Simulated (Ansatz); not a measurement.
Geometry optimisation, Ansatz 0.2.0, RKS BHLYP-D4/def2-SVP.

input.yaml

```yaml
crystal:
  periodic: [false, false, false]
  atoms:
    - { symbol: O, position_ang: [0.58911, -1.62108, 2.98218] }
    - { symbol: Si, position_ang: [0.69435, -0.94297, 1.64585] }
    - { symbol: C, position_ang: [0.79052, -0.11282, 0.10557] }
    - { symbol: Si, position_ang: [-0.6629, 0.54486, -0.88752] }
    - { symbol: H, position_ang: [1.76639, -0.05834, -0.36049] }
    - { symbol: H, position_ang: [-1.41865, 1.54738, -0.11904] }
    - { symbol: H, position_ang: [-0.14231, 1.16022, -2.11243] }
    - { symbol: H, position_ang: [-1.61652, -0.51725, -1.25412] }
basis:
  gaussian: { orbitals: def2-SVP }
hamiltonian:
  xc: { name: BHLYP }
  dispersion: d4
relax:
  f_tol: 0.02
  max_steps: 50
```

Command:

```bash
$ ansatz run input.yaml --threads 2 --pin off --max-ram 3072MiB --backend cpu --events-out ev --progress --plain --runs-dir out
```

Problem. Where does it end, and by what steps?

Solution. It converged. After 13 steps the energy has fallen by 0.195 eV; H5 moved furthest, 0.85 Å.

```csv
step,energy less start (eV),largest force component (eV/Å),accepted
0,0.0000,2.299,yes
1,-0.1007,0.918,yes
2,-0.1194,0.102,yes
3,-0.1202,0.033,yes
4,-0.1258,0.059,yes
5,-0.1294,0.090,yes
6,-0.1309,0.463,yes
7,-0.1462,0.247,yes
8,-0.1753,0.149,yes
9,-0.1861,0.386,yes
10,-0.1896,0.439,yes
11,-0.1949,0.089,yes
12,-0.1951,0.028,yes
13,-0.1951,0.015,yes
```

```xyz
8
Properties=species:S:1:pos:R:3
O 0.703 -0.905 3.113
Si 0.730 -0.693 1.623
C 0.716 -0.430 -0.032
Si -0.630 0.516 -0.864
H 1.546 -0.850 -0.597
H -1.597 0.946 0.179
H -0.116 1.722 -1.556
H -1.353 -0.307 -1.864
```

Whether the end is a true minimum wasn't checked by a vibrational analysis.

Run time: 41 s on 2 threads of Arm Neoverse N1, with other jobs on the host, peak memory 0.16 GiB.
